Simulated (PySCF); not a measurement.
Gas-phase XPS of `C#Cc1c[n-]cn1`, computed

Species: C₅H₃N₂ (charge -1).
Geometry (GFN2-xTB, Å), atoms numbered from 1 in this order:
```
atom  x, y, z in Å
C1     2.6523   -0.7616    0.1367
C2     1.4783   -0.4889    0.1760
C3     0.1280   -0.1275    0.2339
C4    -0.4068    1.1354    0.4743
N5    -1.7533    1.0629    0.4519
C6    -1.9789   -0.2341    0.2003
N7    -0.9121   -1.0061    0.0578
H8     3.6724   -1.0109    0.1001
H9     0.1125    2.0655    0.6571
H10   -2.9834   -0.6300    0.1183
```

Theory: delta-SCF UKS SCAN, pcX-2 on the ionised atom, pcseg-1 elsewhere, spin-free X2C in PySCF. Binding energies are ΔSCF values: E(core-ionised, relaxed orbitals) − E(ground state) at a fixed geometry, referred to the vacuum level.

Question: Give the core binding energies atom by atom.

Answer: 
| atom(s) | bonded to | level | binding energy (eV) | above the level's lowest (eV) | count |
| --- | --- | --- | --- | --- | --- |
| C1 | C (triple bond) and H | C 1s | 285.04 | 0.00 | 1 |
| C4 | N (aromatic in the SMILES), C (aromatic in the SMILES) and H | C 1s | 285.18 | +0.14 | 1 |
| C6 | 2 N (aromatic in the SMILES) and H | C 1s | 285.66 | +0.62 | 1 |
| C3 | N (aromatic in the SMILES), C (aromatic in the SMILES) and C | C 1s | 285.73 | +0.69 | 1 |
| C2 | C (triple bond) and C | C 1s | 285.97 | +0.93 | 1 |
| N7 | 2 C (aromatic in the SMILES) | N 1s | 398.61 | 0.00 | 1 |
| N5 | 2 C (aromatic in the SMILES) | N 1s | 398.63 | +0.02 | 1 |

The listed C 1s values span 0.93 eV, from C1 (bonded to C (triple bond) and H) to C2 (bonded to C (triple bond) and C). The widest gap between neighbouring values is 0.48 eV, between 285.18 and 285.66 eV. Summing the Pauling electronegativity differences to the bonded atoms, each weighted by its formal bond order, gives -0.35 for the lowest site and 0.00 for the highest; the largest sum, +1.12, belongs to C6, 0.31 eV below the top.

The 2 N 1s values lie within 0.02 eV of each other; Gaussian lines of 0.5 eV full width would blend them into one maximum.

Question: What is the C 1s shift of C4 against C2?

Answer: 285.18 − 285.97 = -0.79 eV, or -76 kJ/mol.

Question: Which photon wavelength matches the N 1s of N7 threshold?

Answer: λ = hc/E = 12398.42 eV Å / 398.61 eV = 31.104 Å.

The species carries charge -1, so core ionisation leaves a neutral species. The basis sets have no added diffuse functions. Geometry: GFN2-xTB; no solvent, vibrations or thermal averaging.
